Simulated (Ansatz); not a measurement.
Total energies of Zn₆O₇ (the lowest singlet isomer of a short search) from Ansatz at PBE0-D4/def2-SVP, gas phase (1 Eh = 27.2114 eV = 2625.5 kJ/mol). The reference geometry is relaxed at r2SCAN-D4/def2-SVP.

```xyz
13

Zn   -0.4704   -1.3299    1.5469
Zn   -1.4258    1.0115    0.2802
Zn    1.6406   -0.5788   -0.3335
Zn    0.7444    1.0257    1.8375
Zn    0.1733    0.8283   -2.0653
Zn   -0.9066   -1.4527   -1.2042
O    -1.5956    0.4505   -1.4821
O    -1.2082   -2.4306    0.3002
O    -1.1103    0.4775    2.0497
O     1.3866    1.5517   -0.7323
O     0.4458    2.1406    0.2759
O     1.4715   -0.7006    1.5124
O     0.8547   -0.9931   -1.9852
```

| state | geometry | energy (Eh) |
| --- | --- | --- |
| charge 0 singlet | reference | -11199.14293 |
| charge 1 doublet | reference | -11198.84660 |
| charge -1 doublet | reference | -11199.18403 |
| free Zn atom (singlet) | – | -1778.88088 |
| free O atom (triplet) | – | -74.92490 |

The structure holds 1 bond(s) between oxygen atoms.

(1) Work out the vertical ionisation energy to the doublet.

(2) Work out the vertical electron affinity, to the doublet.

(3) Give the fundamental gap IE − EA, the Mulliken electronegativity (IE + EA)/2 and the hardness (IE − EA)/2.

(4) What is the binding energy per atom against free atoms?

(1) E(charge 1 doublet) − E(charge 0 singlet) = -11198.84660 − (-11199.14293) = 0.29633 Eh = 8.06 eV. For comparison, −ε of the highest occupied level is 6.30 eV at this level, 1.76 eV less.

(2) E(charge 0 singlet) − E(charge -1 doublet) = -11199.14293 − (-11199.18403) = 0.04110 Eh = 1.12 eV. The basis lacks diffuse functions, which makes affinities too small.

(3) From the values in Eh: IE − EA = 0.29633 − 0.04110 = 0.25523 Eh = 6.95 eV; (IE + EA)/2 = 4.59 eV; (IE − EA)/2 = 3.47 eV. The HOMO–LUMO gap of the same run is 3.83 eV, 3.12 eV smaller than the fundamental gap.

(4) Atoms: 6 × (-1778.88088) + 7 × (-74.92490) = -11197.75958 Eh. Binding: -11197.75958 − (-11199.14293) = 1.38335 Eh = 37.64 eV, or 2.90 eV for each of 13 atoms (no zero-point energy, no counterpoise term).

At PBE0-D4/def2-SVP the highest occupied level of the charge -1 doublet lies above zero (up to 0.29 eV). By energy differences its removal costs 1.12 eV (vertical, to the charge 0 singlet, at PBE0-D4/def2-SVP); self-interaction error and the lack of diffuse functions both raise the level.  

The structure comes from a short search, and lower isomers may exist.
